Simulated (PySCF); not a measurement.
## Exercise with solution: oscillator strength and radiative lifetime

Si(F)2(NHMe)(OH) (CH₅F₂NOSi), SMILES CN[Si](O)(F)F.

Coordinates come from a r2SCAN-D4/def2-SVP optimisation. This is a generated structure with no PubChem entry under its InChIKey; it may be hypothetical. One conformer was computed; it need not be the lowest.

TDA-PBE/def2-SVPD (PySCF) puts the first singlet state with f over 0.02 at 7.42 eV (vertical), with the transition dipole (0.314, -0.008, -0.130) in atomic units.

Problem. Find the oscillator strength, the wavelength and the radiative lifetime that this transition would have in vacuum if emission retraced absorption.

Solution. 
|μ|² = 0.1156 au, so |μ| = 0.86 D. ΔE = 7.42/27.211 = 0.2727 hartree. f = (2/3) ΔE |μ|² = 0.021 (the program prints 0.021).
λ = 1239.84/7.42 = 167 nm; ν = 59846 cm⁻¹.
Einstein's coefficient A = 0.6670 ν² f s⁻¹ (ν in cm⁻¹) = 5.0e7 s⁻¹, so τ = 1/A = 20 ns. This state is S4; the lower singlets have f = 0.008, 0.008, 0.018. The figure is the radiative limit of this one transition; relaxation, internal conversion, crossing to triplets and a medium change what is measured.
